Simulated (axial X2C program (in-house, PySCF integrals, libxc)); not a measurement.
**Worked dissociation energy of CrF: CCSD(T), scalar-relativistic**

Computed with an in-house relativistic program for diatomic molecules. Spin-free means the one-electron spin-free X2C Hamiltonian. Basis: Cr dyall-cv3z [9s10p6d3f2g], F dyall-av3z [7s6p3d2f] (cores contracted in-house); Gaussian nuclei, density fitting, unrestricted open shells. Masses: Cr 51.941 u, F 18.998 u.

Molecular state: M_S = 5/2, Λ = 0 (beyond evenly filled blocks: σα, π+α, π-α, δ+α, δ-α).

Correlated methods: 13 electrons correlated (number of frozen shells: Cr 3 s, 2 p; F 1 s), 261 virtual spin orbitals or spinors in MP2, 89 natural virtuals in coupled cluster.

- E(Cr) (2M_S = 6, M_L = 0): -1049.777907 hartree
- E(F) (2M_S = 1, M_L = 0): -99.730538 hartree
- E(CrF) at Re: -1149.690427 hartree
- ωe: 689.2 cm⁻¹
- ωexe: 3.36 cm⁻¹

Work out De and D0.

De = -1049.777907 + (-99.730538) − (-1149.690427) = 0.18198 hartree = 4.952 eV. The zero-point energy is ωe/2 − ωexe/4 = 344 cm⁻¹ = 0.043 eV, so D0 = 4.909 eV.

One determinant describes the state; a PBE0 search over occupations chose it and may have missed a lower one. Dissociation energies refer to the lowest single-determinant-based atoms at the same level and basis. CCSD and (T) use frozen natural virtuals with an MP2 correction for the truncation; (T) itself is uncorrected, so its De runs slightly low. The T1 diagnostic is large, a sign of multireference character.

Each atomic determinant is the lowest at this level and need not be a pure term. Totals compare only within one Hamiltonian and basis.
